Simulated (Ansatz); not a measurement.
`OB/C=[N]/[GeH3]` and `C/C=[N]\[GeH3]` differ in one atom or group (the configuration at the double bond changes too).

Ansatz, PBE0-D4/def2-TZVP geometries, multiplicity 1. Each molecule was computed in one conformer, which needn't be the lowest.

Scalar relativity is left out up to krypton.

| property | `OB/C=[N]/[GeH3]` |
| --- | --- |
| HOMO energy (ωB97M-V/def2-TZVPP) / eV | -9.03 |
| LUMO energy (ωB97M-V/def2-TZVPP) / eV | 0.43 |
| size of the dipole moment (ωB97M-V/def2-TZVPP) / D | 1.53 |
| HOMO energy (B3LYP/def2-TZVPP) / eV | -6.55 |
| HOMO energy (PBE0/def2-TZVPP) / eV | -6.75 |
| HOMO energy (PBE/def2-TZVPP) / eV | -5.41 |

Task: Give the same properties after the change, and the shifts. (Best estimate.)

Result: Computed: 
```csv
property,`C/C=[N]\[GeH3]`,shift
HOMO energy (ωB97M-V/def2-TZVPP) / eV,-9.07,-0.04
LUMO energy (ωB97M-V/def2-TZVPP) / eV,1.74,1.31
size of the dipole moment (ωB97M-V/def2-TZVPP) / D,2.11,0.58
HOMO energy (B3LYP/def2-TZVPP) / eV,-6.58,-0.03
HOMO energy (PBE0/def2-TZVPP) / eV,-6.79,-0.04
HOMO energy (PBE/def2-TZVPP) / eV,-5.45,-0.04
```

Dipoles are sizes alone; their direction can turn.

B3LYP here is the variant with VWN-RPA as its local correlation; programs differ in this.
